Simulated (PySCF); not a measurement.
GeH5NZn.

```xyz
8

Zn    -0.0522     0.7658    -0.5034
N      0.0177     2.3252    -1.4663
H     -0.5470     3.1156    -1.1578
H     -0.0582     2.2762    -2.4816
Ge     0.0561    -1.2329     0.8011
H      1.0217    -2.2807     0.1940
H      0.5489    -0.9728     2.2460
H     -1.3179    -1.9348     0.9311
```
Charge 0, spin multiplicity 1.

Geometry: B3LYP-D3(BJ)/def2-SVP. The structure was generated by enumeration; whether it is a known compound was not checked. The values are those of a single conformer.

The numbers are results of HF/pcSseg-1 (PySCF), not measurements. Non-relativistic, no solvent.

Problem. Give the absolute GIAO shielding of each atom: isotropic value and principal components (ppm). (The exact figures need the calculation; the answer reports its results.)

Solution. 
| atom | σ(iso) | σ11 | σ22 | σ33 | span |
|---|---|---|---|---|---|
| Zn1 | 1737.3 | 1353.0 | 1377.5 | 2481.5 | 1128.5 |
| N2 | 284.1 | 249.0 | 296.5 | 307.0 | 58.0 |
| H3 | 32.3 | 24.0 | 26.6 | 46.3 | 22.3 |
| H4 | 32.3 | 24.0 | 26.6 | 46.3 | 22.3 |
| Ge5 | 1874.7 | 1827.1 | 1897.7 | 1899.3 | 72.2 |
| H6 | 28.8 | 22.6 | 23.1 | 40.5 | 17.9 |
| H7 | 28.8 | 22.6 | 23.1 | 40.6 | 18.0 |
| H8 | 28.8 | 22.5 | 23.3 | 40.6 | 18.1 |
